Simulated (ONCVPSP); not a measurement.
# Logarithmic derivatives: Ho, ONCV

```json
{
 "Element": "Ho (Z = 67)",
 "Generator": "ONCVPSP 4.0.1",
 "Type": "optimised norm-conserving Vanderbilt (ONCV)",
 "Functional": "PBE",
 "Relativity": "non-relativistic",
 "Frozen core": "[Kr] 4d10",
 "Valence charge": "21",
 "Reference configuration": "4f11 5s2 5p6 6s1 6p1",
 "Partial waves": "5s+6s: rc 2.05 bohr, ncon 3, nbas 6, qcut 4.8 1/bohr, 3 projectors, debl 1 Ha; 5p+6p: rc 2.15 bohr, ncon 3, nbas 7, qcut 5.4 1/bohr, 2 projectors; d scattering state at 0.23 Ha: rc 1.85 bohr, ncon 4, nbas 7, qcut 4.5 1/bohr, 3 projectors, debl 1.7 Ha; 4f: rc 0.70 bohr, ncon 5, nbas 10, qcut 22.2 1/bohr, local",
 "Local potential": "the f channel",
 "Core correction": "Teter function fitted to the true core (icmod 2), fcfact 0.2"
}
```

In the d channel the program set the typed energies aside and used 0.050, 1.750, 3.450 Ha.

The phase is arctan(r·R′/R) of the radial function R(r), unwrapped; energies in Ha, scanned from -3 to 5 Ha. A pole is an energy at which the radial function vanishes at the test radius. The pseudo phase is shifted by a multiple of π to meet the all-electron one at the reference energy, and phase errors are pseudo minus all-electron; the curves can meet again beyond the range given. Levels narrower than the energy grid can be missing from the lists of poles. Where the grid stepped over a known ghost or core level, its pole and its step of π were put in at the level’s energy.

```json
{"channel": "s", "radius (bohr)": "2.08", "reference energy (Ha)": "-0.15", "poles, all-electron": "-1.22, 4.95", "poles, pseudo": "-1.94, -1.22, 4.95", "unbroken range about the reference energy with phases within 0.05 rad": "above -1.9", "phase error 1 Ha above the reference energy (rad)": "+0.000"}
{"channel": "p", "radius (bohr)": "2.18", "reference energy (Ha)": "-0.07", "poles, all-electron": "-0.48, 4.98", "poles, pseudo": "-0.48, 3.69", "unbroken range about the reference energy with phases within 0.05 rad": "below 1.7", "phase error 1 Ha above the reference energy (rad)": "-0.002"}
{"channel": "d", "radius (bohr)": "1.88", "reference energy (Ha)": "0.05", "poles, all-electron": "1.90", "poles, pseudo": "1.90", "unbroken range about the reference energy with phases within 0.05 rad": "the whole range", "phase error 1 Ha above the reference energy (rad)": "-0.000"}
{"channel": "f", "radius (bohr)": "0.71", "reference energy (Ha)": "-0.31", "poles, all-electron": "none", "poles, pseudo": "none", "unbroken range about the reference energy with phases within 0.05 rad": "the whole range", "phase error 1 Ha above the reference energy (rad)": "+0.001"}
```

Note: ghosts flagged at negative energy: s at -1250.0 eV, s at -52.7 eV, p at -851.0 eV, d at -177.0 eV; GHOST(+) flagged for p at 104.9 eV. A true bound ghost makes a file unfit for plane-wave use.

Phases in the f channel:

```
E (Ha)  all-electron  pseudo
 -2.98        -0.189  -0.176
 -2.76        -0.275  -0.264
 -2.54        -0.360  -0.350
 -2.32        -0.442  -0.435
 -2.10        -0.522  -0.516
 -1.88        -0.598  -0.594
 -1.66        -0.670  -0.667
 -1.44        -0.737  -0.735
 -1.22        -0.800  -0.798
 -1.00        -0.858  -0.857
 -0.78        -0.912  -0.911
 -0.56        -0.961  -0.961
 -0.34        -1.007  -1.007
 -0.12        -1.049  -1.049
  0.10        -1.088  -1.088
  0.32        -1.124  -1.123
  0.54        -1.157  -1.156
  0.76        -1.188  -1.187
  0.98        -1.216  -1.215
  1.20        -1.243  -1.241
  1.42        -1.268  -1.266
  1.64        -1.291  -1.288
  1.86        -1.313  -1.310
  2.08        -1.333  -1.329
  2.30        -1.353  -1.348
  2.52        -1.371  -1.366
  2.74        -1.388  -1.382
  2.96        -1.404  -1.398
  3.18        -1.420  -1.413
  3.40        -1.434  -1.427
  3.62        -1.448  -1.440
  3.84        -1.462  -1.453
  4.06        -1.475  -1.465
  4.28        -1.487  -1.477
  4.50        -1.499  -1.488
  4.72        -1.510  -1.499
  4.94        -1.521  -1.509
```
